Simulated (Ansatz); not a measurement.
Gas-phase electronic energies from Ansatz, PBE0-D4/def2-TZVP geometries. CBS: MP2 limit from def2 TZ/QZ plus the TZ coupled-cluster correction, frozen cores. This one scheme is used for every species. DFT in def2-TZVPP. HSE06 is defined as in plane-wave codes. One conformer a species, not always the lowest.

Consider the ligand exchange at the Si–N bond: `CN[SiH](C)S` + CH₃SH → `CS[SiH](C)S` + CH₃NH₂.

```
           level  ΔE (kcal/mol)  difference from CCSD(T)/CBS
         PBE0-D4           -4.3                         -1.4
      r2SCANh-D4           -3.4                         -0.5
      r2SCAN0-D4           -3.2                         -0.3
          revPBE           -4.6                         -1.7
            BLYP           -1.9                          1.0
            PBE0           -3.7                         -0.8
         r2SCAN0           -3.0                         -0.1
           HSE06           -3.7                         -0.8
         LC-ωPBE           -2.2                          0.7
CCSD(T)/def2-SVP           -2.4                          0.5
     CCSD(T)/CBS           -2.9                            0
```

Largest T1 diagnostic among the species: 0.011.

From BLYP to BHLYP (50 % exact exchange), in def2-TZVPP and without D4, ΔE moves by +1.2 kcal/mol. The D4 term adds −1.1 kcal/mol with B3LYP and −0.6 kcal/mol with PBE0; it sums over pairs of atoms, weighted by their polarisabilities, and B3LYP, whose exchange is more repulsive, gets the larger term.

B3LYP here is the variant with VWN-RPA as its local correlation; programs differ in this.
